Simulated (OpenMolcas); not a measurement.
**Ga+: from CASSCF to CASPT2**

- Program: OpenMolcas 26.06
- Basis: ANO-RCC-VQZP [7s6p4d2f1g]
- Scalar Hamiltonian: DKH2, point nucleus
- Active space: 2 electrons in 8 orbitals (4s 4p 5s 5p)
- State averaging: 2S+1 = 3 even, 3 roots; 2S+1 = 1 even, 7 roots; 2S+1 = 3 odd, 3 roots; 2S+1 = 1 odd, 3 roots
- Spin-orbit coupling: RASSI with atomic mean-field integrals over the reference wave functions, term energies averaged over their components

Methods on the same reference wave functions:
A. CASSCF
B. SS-CASPT2, IPEA 0.25 Eh, imaginary shift 0.1 Eh (closed shells correlated: 3d)
C. MS-CASPT2, IPEA 0.25 Eh, imaginary shift 0.1 Eh (closed shells correlated: 3d)

Energies in cm⁻¹ above 4s² ¹S₀, the measured ground level; measured values from NIST Handbook of Basic Atomic Spectroscopic Data.

```json
{"Level": "4s² ¹S₀", "A": "0.0", "B": "0.0", "C": "0.0", "Measured": "0.0"}
{"Level": "4s 4p ³P°₀", "A": "44231", "B": "46160", "C": "46250", "Measured": "47368"}
{"Level": "4s 4p ³P°₁", "A": "44617", "B": "46550", "C": "46640", "Measured": "47814"}
{"Level": "4s 4p ³P°₂", "A": "45405", "B": "47340", "C": "47430", "Measured": "48750"}
{"Level": "4s 4p ¹P°₁", "A": "75207", "B": "71030", "C": "71120", "Measured": "70701"}
```

Deviations, from unrounded energies. A percentage is the sum of absolute deviations over the sum of measured energies, with the sign that they share, or ± where signs differ.

```tsv
Against measurement	Levels	A	B	C
mean absolute deviation (cm-1)	4	3500	1100	1000
other configurations (%)	4	±6.6	±2.0	±1.9
```

B, C lie about equally close to measurement and A furthest from it. The largest miss of C in the table is 4s 4p ³P°₂, by -1300 cm-1. The ranking rests on the paired levels alone, and a cruder setting can come out closer through cancelling errors.

Between B and C the level of the table that moves most is 4s 4p ¹P°₁, by 89 cm-1 (lowest in B, highest in C). Moves below CASPT2's spread within the term are not significant.

The lowest spin-free term lies below A's lowest term by 0.447 hartree in B, 0.447 hartree in C.

Over all roots computed the reference weight is 0.88 to 0.96 in B, 0.88 to 0.96 in C; the roots of lowest weight are the least certain, and an intruder state may touch them. The run also gave levels led by 4s 5s, which use shells meant for correlation; these and all levels above them are left out. Without dynamic correlation excited terms often stand tens of per cent too high (terms of higher spin than the ground term too low), and those without a measured partner can miss by more than the paired ones (holds for A). Computed and measured levels are paired by configuration, term and J; levels that our copy of the source lacks, or whose pairing is in doubt (as where it misses far off the trend of its configuration), stay unpaired and out of the deviations. Only configurations of the active space appear. The table leaves out levels that lie high or whose names do not pair safely across all columns.

° marks odd parity.
